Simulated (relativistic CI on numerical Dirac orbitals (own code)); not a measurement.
**Level scheme of W⁷³⁺**

Calculated at this level of theory: Dirac equation for one electron, model QED (radiative potential, 1s self-energy scaled to tabulated hydrogen-like ionisation energies) (own radial code, finite nucleus).

CI space: 1s, 2s, 2p, 3s, 3p, 3d, 4s, 4p, 4d, 4f, 5s, 5p, 5d, 5f, 5g, 6s, 6p, 6d. Levels of other configurations are missing.

The lowest level is 1s 2S_1/2, with 100 % of that term; Hund's rules for 1s give 2S with J = 1/2, in agreement.

| No. | Configuration | Term | J | E (10³ cm⁻¹) | % | Landé g | Lifetime (s) |
| --- | --- | --- | --- | --- | --- | --- | --- |
| 1 | 1s | 2S | 1/2 | 0 | 100 | 1.792 |  |
| 2 | 2p | 2P° | 1/2 | 484855 | 100 | 0.612 | 5.15e-17 |
| 3 | 2s | 2S | 1/2 | 485051 | 100 | 1.948 |  |
| 4 | 2p | 2P° | 3/2 | 498302 | 100 | 1.295 | 5.74e-17 |
| 5 | 3p | 2P° | 1/2 | 578888 | 100 | 0.642 | 1.81e-16 |
| 6 | 3s | 2S | 1/2 | 578946 | 100 | 1.979 | 2.97e-15 |
| 7 | 3d | 2D | 3/2 | 582884 | 100 | 0.782 | 4.46e-16 |
| 8 | 3p | 2P° | 3/2 | 582893 | 100 | 1.316 | 1.83e-16 |
| 9 | 3d | 2D | 5/2 | 584026 | 100 | 1.184 | 5.00e-16 |
| 10 | 4p | 2P° | 1/2 | 611221 | 100 | 0.653 | 4.35e-16 |
| 11 | 4s | 2S | 1/2 | 611245 | 100 | 1.989 | 4.48e-15 |
| 12 | 4d | 2D | 3/2 | 612895 | 100 | 0.790 | 1.01e-15 |
| 13 | 4p | 2P° | 3/2 | 612898 | 100 | 1.324 | 4.25e-16 |
| 14 | 4f | 2F° | 5/2 | 613378 | 100 | 0.847 | 2.28e-15 |
| 15 | 4d | 2D | 5/2 | 613379 | 100 | 1.191 | 1.14e-15 |
| 16 | 4f | 2F° | 7/2 | 613612 | 100 | 1.134 | 2.37e-15 |
| 17 | 5p | 2P° | 1/2 | 625945 | 100 | 0.658 | 8.53e-16 |
| 18 | 5s | 2S | 1/2 | 625958 | 100 | 1.994 | 7.20e-15 |
| 19 | 5d | 2D | 3/2 | 626796 | 100 | 0.793 | 1.93e-15 |
| 20 | 5p | 2P° | 3/2 | 626798 | 100 | 1.328 | 8.20e-16 |
| 21 | 5f | 2F° | 5/2 | 627044 | 100 | 0.851 | 4.36e-15 |
| 22 | 5d | 2D | 5/2 | 627044 | 100 | 1.194 | 2.19e-15 |
| 23 | 5g | 2G | 7/2 | 627164 | 100 | 0.883 | 7.60e-15 |
| 24 | 5f | 2F° | 7/2 | 627164 | 100 | 1.137 | 4.53e-15 |
| 25 | 5g | 2G | 9/2 | 627235 | 100 | 1.105 | 7.72e-15 |
| 26 | 6p | 2P° | 1/2 | 633845 | 100 | 0.660 | 1.48e-15 |
| 27 | 6s | 2S | 1/2 | 633852 | 100 | 1.997 | 1.12e-14 |
| 28 | 6d | 2D | 3/2 | 634335 | 100 | 0.795 | 3.29e-15 |
| 29 | 6p | 2P° | 3/2 | 634336 | 100 | 1.330 | 1.41e-15 |
| 30 | 6d | 2D | 5/2 | 634478 | 100 | 1.196 | 3.73e-15 |

Energies count from the lowest computed level; ° marks odd parity; lifetimes are radiative, by E1, M1, E2, M2 decay to levels of this space only; some are left blank where a channel outside the calculation adds to the decay or the decay crosses a small, uncertain gap.
